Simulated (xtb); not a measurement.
Pd(Cl)2(MeCN)2 (C4H6Cl2N2Pd), SMILES CC#[N]->[Pd]([Cl])([Cl])<-[N]#CC, multiplicity 1. All values are semi-empirical tight-binding results from xtb (GFN2-xTB unless named), good for trends rather than for accurate numbers. Geometry: GFN2-xTB. The multiplicity is an assumed one; other spin states were not compared. The isomer is the one that the SMILES or the coordinates give; other isomers of the formula were not compared.

Optimised geometry:

Bond lengths (Å): Pd1–Cl2 2.298, Pd1–Cl3 2.297, Pd1–N6 1.856, Pd1–N12 1.856, C4–C5 1.428, C4–H7 1.090, C4–H8 1.090, C4–H9 1.090, C5–N6 1.150, C10–C11 1.428, C10–H13 1.090, C10–H14 1.090, C10–H15 1.090, C11–N12 1.150. Angles (°): Cl2–Pd1–Cl3 180.0, Cl2–Pd1–N6 89.8, Cl2–Pd1–N12 90.0, Cl3–Pd1–N6 90.2, Cl3–Pd1–N12 90.0, N6–Pd1–N12 179.8, C5–C4–H7 109.5, C5–C4–H8 109.5, C5–C4–H9 109.6, H7–C4–H8 109.2, H7–C4–H9 109.4, H8–C4–H9 109.5, C4–C5–N6 179.8, Pd1–N6–C5 178.5, C11–C10–H13 109.5, C11–C10–H14 109.6, C11–C10–H15 109.5, H13–C10–H14 109.5, H13–C10–H15 109.3, H14–C10–H15 109.4, C10–C11–N12 179.9, Pd1–N12–C11 179.8.
Charge 0, spin multiplicity 1.

A frequency run showed that this geometry is not a minimum.

For metal compounds this method's bond lengths and energies can be far off.

* **orbital gap**: 2.68 eV

Computed atomic charges and the Wiberg bond orders between heavy atoms:
charges (e) Pd1 0.16, Cl2 -0.38, Cl3 -0.38, C4 -0.11, C5 0.13, N6 -0.04, H7 0.11, H8 0.11, H9 0.11, C10 -0.11, C11 0.13, N12 -0.04, H13 0.11, H14 0.11, H15 0.11. Bond orders Pd1–Cl2 0.89, Pd1–Cl3 0.89, C4–C5 1.09, Pd1–N6 0.78, C5–N6 2.58, C10–C11 1.09, Pd1–N12 0.78, C11–N12 2.58.
